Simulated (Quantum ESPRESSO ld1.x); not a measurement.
La+, 56 electrons, occupied as [Xe] 5d1.5 6d0.5 (fractional occupations, a model configuration). All-electron calculation, Dirac Kohn-Sham, BLYP, spin-unpolarised, spherical densities, point nucleus; open shells fill j = l - 1/2 first. Program: ld1.x of Quantum ESPRESSO 7.5.

Unscreened Slater integrals over Kohn-Sham orbitals (hartree). Large and small components are both included. Empty in this configuration: 6s1/2.

\begin{tabular}{lr}
integral & value \\ \hline
F0(6d3/2,6d3/2) & 0.10754 \\
F2(6d3/2,6d3/2) & 0.058419 \\
F0(6d3/2,5d3/2) & 0.13785 \\
F2(6d3/2,5d3/2) & 0.030041 \\
G0(6d3/2,5d3/2) & 0.0082406 \\
G2(6d3/2,5d3/2) & 0.010089 \\
F0(6d3/2,5p3/2) & 0.14308 \\
F2(6d3/2,5p3/2) & 0.022405 \\
G1(6d3/2,5p3/2) & 0.015908 \\
G3(6d3/2,5p3/2) & 0.010554 \\
F0(6d3/2,5p1/2) & 0.14355 \\
G1(6d3/2,5p1/2) & 0.015831 \\
F0(6d3/2,6s1/2) & 0.13153 \\
G2(6d3/2,6s1/2) & 0.014628 \\
F0(5d3/2,5d3/2) & 0.32778 \\
F2(5d3/2,5d3/2) & 0.16868 \\
F0(5d3/2,5p3/2) & 0.38435 \\
F2(5d3/2,5p3/2) & 0.18162 \\
G1(5d3/2,5p3/2) & 0.21041 \\
G3(5d3/2,5p3/2) & 0.12941 \\
F0(5d3/2,5p1/2) & 0.38891 \\
G1(5d3/2,5p1/2) & 0.19907 \\
F0(5d3/2,6s1/2) & 0.25506 \\
G2(5d3/2,6s1/2) & 0.077137 \\
F0(5p3/2,5p3/2) & 0.49157 \\
F2(5p3/2,5p3/2) & 0.26468 \\
F0(5p3/2,5p1/2) & 0.50236 \\
G2(5p3/2,5p1/2) & 0.26888 \\
F0(5p3/2,6s1/2) & 0.27489 \\
G1(5p3/2,6s1/2) & 0.023705 \\
F0(5p1/2,5p1/2) & 0.51414 \\
F0(5p1/2,6s1/2) & 0.27640 \\
G1(5p1/2,6s1/2) & 0.020863 \\
F0(6s1/2,6s1/2) & 0.22329 \\
\end{tabular}
